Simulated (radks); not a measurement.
Ionisation of the palladium ion Pd2+, [Kr] 4d8, to [Kr] 4d7 as the strength of local exchange is varied. Method: Dirac Kohn-Sham, Slater X-alpha exchange (alpha = 2/3 is LDA exchange), no correlation, spin-unpolarised, spherical densities, finite nucleus; open shells are shared between the two j in proportion to 2j + 1; Fermi nuclear charge, rms radius 4.5318 fm; computed with a radial shooting solver on a logarithmic mesh with Libxc functionals.

| alpha | E(Pd2+) (hartree) | exchange (hartree) | IE (eV) | -e of the level emptied (eV) | <r> of it (bohr) |
|---|---|---|---|---|---|
| 0.576 | -5018.48520 | -115.59498 | 31.201 | 24.188 (4d5/2) | 1.419 |
| 0.639 | -5031.14413 | -128.55712 | 32.451 | 25.324 (4d5/2) | 1.399 |
| 0.667 | -5036.78041 | -134.33818 | 33.016 | 25.839 (4d5/2) | 1.391 |
| 0.88 | -5079.85945 | -178.71984 | 37.521 | 29.974 (4d5/2) | 1.331 |
| 0.952 | -5094.50244 | -193.88334 | 39.124 | 31.457 (4d5/2) | 1.313 |

NIST Atomic Spectra Database: 32.930 eV (semi-empirical). The Delta-SCF value meets it near alpha = 0.66. Spin polarisation and multiplet splitting are left out, so open shells lie too high by an amount that depends on their filling. Sharing an open shell by 2j + 1 raises it above the true ground level by a part of the spin-orbit splitting, which enters the differences from NIST.

Beside tabulated values, note that spin-unpolarised runs miss the spin-polarisation part of the exchange energy of open shells.
